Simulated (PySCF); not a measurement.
**[Au(NH3)2]+ at several levels of theory**

Computed with PySCF 2.14.0 (density fitting, no spin-orbit coupling) at the geometry relaxed with r2SCAN:

```xyz
9
[Au(NH3)2]+ (singlet)
Au    0.0000    0.0000    0.0000
N     0.0000    0.0000    2.0618
H     0.8237    0.4756    2.4454
H    -0.8237    0.4756    2.4454
H     0.0000   -0.9511    2.4454
N     0.0000    0.0000   -2.0618
H     0.8237   -0.4756   -2.4454
H    -0.8237   -0.4756   -2.4454
H     0.0000    0.9511   -2.4454
```

```json
{"level": "r2SCAN", "basis": "Au def2-SVP with ECP60, N def2-SVP, H def2-SVP", "state": "singlet", "HOMO (eV)": "-11.41", "gap (eV)": "6.19", "charge on Au1 (e)": "0.17", "dipole about the centre of mass (D)": "0.00", "largest force component (eV/Å)": "0.00"}
{"level": "HF", "basis": "the same", "state": "singlet", "HOMO (eV)": "-15.15", "gap (eV)": "13.70", "charge on Au1 (e)": "0.40", "dipole about the centre of mass (D)": "0.00", "largest force component (eV/Å)": "1.45"}
{"level": "PBE0", "basis": "the same", "state": "singlet", "HOMO (eV)": "-12.37", "gap (eV)": "7.77", "charge on Au1 (e)": "0.19", "dipole about the centre of mass (D)": "0.00", "largest force component (eV/Å)": "0.10"}
{"level": "BP86", "basis": "the same", "state": "singlet", "HOMO (eV)": "-11.31", "gap (eV)": "5.67", "charge on Au1 (e)": "0.11", "dipole about the centre of mass (D)": "0.00", "largest force component (eV/Å)": "0.34"}
{"level": "r2SCAN", "basis": "Au def2-TZVP with ECP60, N def2-TZVP, H def2-TZVP", "state": "singlet", "HOMO (eV)": "-11.39", "gap (eV)": "6.02", "charge on Au1 (e)": "0.28", "dipole about the centre of mass (D)": "0.00", "largest force component (eV/Å)": "0.27"}
{"level": "r2SCAN", "basis": "Au x2c-SVPall, N x2c-SVPall, H x2c-SVPall", "state": "singlet", "HOMO (eV)": "-11.52", "gap (eV)": "6.20", "charge on Au1 (e)": "0.15", "dipole about the centre of mass (D)": "0.00", "largest force component (eV/Å)": "0.13"}
```

Charges are Mulliken's, which hang on the basis. The relaxation used the grid (50, 194), these runs (75, 302) or, all-electron (x2c bases, spin-free X2C Hamiltonian), (99, 590).

Task: What does CAM-B3LYP with Au def2-SVP with ECP60, N def2-SVP, H def2-SVP give here?

Result: state singlet, HOMO (eV) -13.73, gap (eV) 10.11, charge on Au1 (e) 0.19, dipole about the centre of mass (D) 0.00, largest force component (eV/Å) 0.17. Time: 5.2 s on 2 threads of Arm Neoverse V1 (shared host), from an already converged density.

In the first row's basis the gap widens with exact exchange: 5.7 to 6.2 eV for BP86, r2SCAN (none); 7.8 eV for PBE0 (a fixed share); 10.1 to 13.7 eV for CAM-B3LYP, Hartree–Fock (rising or full at long range).

No frequency check is given that shows the relaxed geometry to be a minimum.
